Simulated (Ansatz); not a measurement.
Geometry optimisation of CH$_{4}$Cl$_{3}$HfN, SMILES `C[NH][Hf]([Cl])([Cl])[Cl]`.

```yaml
crystal:
  periodic: [false, false, false]
  atoms:
    - {symbol: C, position_ang: [0.238380, -1.099450, 0.904960]}
    - {symbol: N, position_ang: [0.935970, -0.237550, -0.049710]}
    - {symbol: Hf, position_ang: [-0.261810, 1.156880, -0.735610]}
    - {symbol: Cl, position_ang: [-2.059100, 0.014270, -1.482130]}
    - {symbol: Cl, position_ang: [0.465900, 2.444060, -2.456190]}
    - {symbol: Cl, position_ang: [-1.077250, 2.475680, 0.920400]}
    - {symbol: H, position_ang: [-0.286500, -1.926290, 0.401970]}
    - {symbol: H, position_ang: [-0.495310, -0.496270, 1.461190]}
    - {symbol: H, position_ang: [0.944090, -1.528570, 1.626530]}
    - {symbol: H, position_ang: [1.595620, -0.802770, -0.591400]}
basis:
  gaussian: {orbitals: def2-TZVP}
hamiltonian: {xc: pbe0, dispersion: d4}
relax: {f_tol: 0.005, max_steps: 150}
```

```sh
$ ansatz run in.yaml --threads 4 --pin off --events-out ev --progress --plain --max-ram 11315MiB
```

Shortened log:

```
Functional definition: PBE0
mean field -41460.82641279 eV, -1523.6572675125 hartree, gradient 6.5e-5 eV, S^2 0.000000; 0 other end points of the search recorded, 0 dependent functions left out
relax step   1: F+E_penalty+E_count = -41461.10146463 eV  Δ(F+E_penalty+E_count) = +0.000e0 eV  max|allowed force component| = 1.439e0 eV/Å  Δτ_max = 0.0000 Å  (29 SCF iters, accepted)
mean field -41461.12889000 eV, -1523.6683833448 hartree, gradient 1.4e-5 eV, S^2 0.000000; 0 other end points of the search recorded, 0 dependent functions left out
relax step   2: F+E_penalty+E_count = -41461.38640521 eV  Δ(F+E_penalty+E_count) = -2.849e-1 eV  max|allowed force component| = 6.535e-1 eV/Å  Δτ_max = 0.1863 Å  (36 SCF iters, accepted)
mean field -41461.21675029 eV, -1523.6716121509 hartree, gradient 7.1e-6 eV, S^2 0.000000; 0 other end points of the search recorded, 0 dependent functions left out
relax step   3: F+E_penalty+E_count = -41461.47667481 eV  Δ(F+E_penalty+E_count) = -9.027e-2 eV  max|allowed force component| = 6.481e-1 eV/Å  Δτ_max = 0.1402 Å  (38 SCF iters, accepted)
mean field -41461.22915632 eV, -1523.6720680642 hartree, gradient 6.9e-6 eV, S^2 0.000000; 0 other end points of the search recorded, 0 dependent functions left out
relax step   4: F+E_penalty+E_count = -41461.48879489 eV  Δ(F+E_penalty+E_count) = -1.212e-2 eV  max|allowed force component| = 1.134e0 eV/Å  Δτ_max = 0.1797 Å  (37 SCF iters, accepted)
mean field -41461.25676399 eV, -1523.6730826273 hartree, gradient 1.0e-5 eV, S^2 0.000000; 0 other end points of the search recorded, 0 dependent functions left out
relax step   5: F+E_penalty+E_count = -41461.51483335 eV  Δ(F+E_penalty+E_count) = -2.604e-2 eV  max|allowed force component| = 1.488e-1 eV/Å  Δτ_max = 0.0816 Å  (32 SCF iters, accepted)
mean field -41461.26008125 eV, -1523.6732045345 hartree, gradient 7.7e-6 eV, S^2 0.000000; 0 other end points of the search recorded, 0 dependent functions left out
relax step   6: F+E_penalty+E_count = -41461.51714363 eV  Δ(F+E_penalty+E_count) = -2.310e-3 eV  max|allowed force component| = 6.784e-2 eV/Å  Δτ_max = 0.0307 Å  (32 SCF iters, accepted)
mean field -41461.26232752 eV, -1523.6732870834 hartree, gradient 7.5e-6 eV, S^2 0.000000; 0 other end points of the search recorded, 0 dependent functions left out
relax step   7: F+E_penalty+E_count = -41461.51854392 eV  Δ(F+E_penalty+E_count) = -1.400e-3 eV  max|allowed force component| = 5.654e-2 eV/Å  Δτ_max = 0.0352 Å  (32 SCF iters, accepted)
mean field -41461.26294858 eV, -1523.6733099070 hartree, gradient 7.6e-6 eV, S^2 0.000000; 0 other end points of the search recorded, 0 dependent functions left out
relax step   8: F+E_penalty+E_count = -41461.51897682 eV  Δ(F+E_penalty+E_count) = -4.329e-4 eV  max|allowed force component| = 1.520e-2 eV/Å  Δτ_max = 0.0248 Å  (35 SCF iters, accepted)
mean field -41461.26331746 eV, -1523.6733234632 hartree, gradient 7.4e-6 eV, S^2 0.000000; 0 other end points of the search recorded, 0 dependent functions left out
relax step   9: F+E_penalty+E_count = -41461.51909778 eV  Δ(F+E_penalty+E_count) = -1.210e-4 eV  max|allowed force component| = 2.540e-2 eV/Å  Δτ_max = 0.0244 Å  (34 SCF iters, accepted)
mean field -41461.26339555 eV, -1523.6733263326 hartree, gradient 7.2e-6 eV, S^2 0.000000; 0 other end points of the search recorded, 0 dependent functions left out
relax step  10: F+E_penalty+E_count = -41461.51918548 eV  Δ(F+E_penalty+E_count) = -8.770e-5 eV  max|allowed force component| = 3.101e-2 eV/Å  Δτ_max = 0.0196 Å  (35 SCF iters, accepted)
mean field -41461.26337098 eV, -1523.6733254299 hartree, gradient 7.0e-6 eV, S^2 0.000000; 0 other end points of the search recorded, 0 dependent functions left out
relax step  11: F+E_penalty+E_count = -41461.51923498 eV  Δ(F+E_penalty+E_count) = -4.950e-5 eV  max|allowed force component| = 2.661e-2 eV/Å  Δτ_max = 0.0147 Å  (35 SCF iters, accepted)
mean field -41461.26335575 eV, -1523.6733248703 hartree, gradient 6.4e-6 eV, S^2 0.000000; 0 other end points of the search recorded, 0 dependent functions left out
relax step  12: F+E_penalty+E_count = -41461.51927903 eV  Δ(F+E_penalty+E_count) = -4.405e-5 eV  max|allowed force component| = 2.091e-2 eV/Å  Δτ_max = 0.0059 Å  (35 SCF iters, accepted)
mean field -41461.26333349 eV, -1523.6733240521 hartree, gradient 6.4e-6 eV, S^2 0.000000; 0 other end points of the search recorded, 0 dependent functions left out
relax step  13: F+E_penalty+E_count = -41461.51929841 eV  Δ(F+E_penalty+E_count) = -1.939e-5 eV  max|allowed force component| = 8.179e-3 eV/Å  Δτ_max = 0.0072 Å  (35 SCF iters, accepted)
mean field -41461.26330973 eV, -1523.6733231790 hartree, gradient 6.4e-6 eV, S^2 0.000000; 0 other end points of the search recorded, 0 dependent functions left out
relax step  14: F+E_penalty+E_count = -41461.51930028 eV  Δ(F+E_penalty+E_count) = -1.868e-6 eV  max|allowed force component| = 6.457e-3 eV/Å  Δτ_max = 0.0051 Å  (35 SCF iters, accepted)
mean field -41461.26331172 eV, -1523.6733232519 hartree, gradient 6.4e-6 eV, S^2 0.000000; 0 other end points of the search recorded, 0 dependent functions left out
relax step  15: F+E_penalty+E_count = -41461.51930386 eV  Δ(F+E_penalty+E_count) = -3.583e-6 eV  max|allowed force component| = 4.322e-3 eV/Å  Δτ_max = 0.0015 Å  (35 SCF iters, accepted)
mean field -41461.26331172 eV, -1523.6733232519 hartree, gradient 6.4e-6 eV, S^2 0.000000; 1 other end points of the search recorded, 0 dependent functions left out
Total energy: -41461.51933995 eV, -1523.6827321161 hartree
Atom 0 at     0.279250    -1.215122     0.913818 Å, force     0.000002     0.004322    -0.001651 eV/Å
Atom 1 at     0.659298    -0.294639    -0.143213 Å, force    -0.000647    -0.000592     0.000536 eV/Å
Atom 2 at    -0.445020     1.215627    -0.812167 Å, force    -0.000163     0.000843     0.000477 eV/Å
Atom 3 at    -2.474048     0.307167    -1.559837 Å, force     0.000080    -0.000111    -0.000059 eV/Å
Atom 4 at     0.792253     2.249906    -2.504888 Å, force    -0.000259    -0.000049     0.000192 eV/Å
Atom 5 at    -0.876950     2.617165     1.018330 Å, force     0.000063    -0.000268    -0.000360 eV/Å
Atom 6 at     0.229200    -2.247379     0.553483 Å, force     0.000049    -0.002779    -0.000788 eV/Å
Atom 7 at    -0.712384    -0.959761     1.298303 Å, force    -0.000593    -0.000298     0.000488 eV/Å
Atom 8 at     0.973688    -1.170842     1.758690 Å, force     0.000816     0.000056     0.000724 eV/Å
Atom 9 at     1.574703    -0.502131    -0.522509 Å, force     0.000652    -0.001124     0.000441 eV/Å
Dipole moment:     0.390966    -0.470107     0.178471 e Å
```

Run time 120 s (4 threads of an Intel Xeon Platinum 8259CL on a shared host); peak host memory 0.9 GiB.
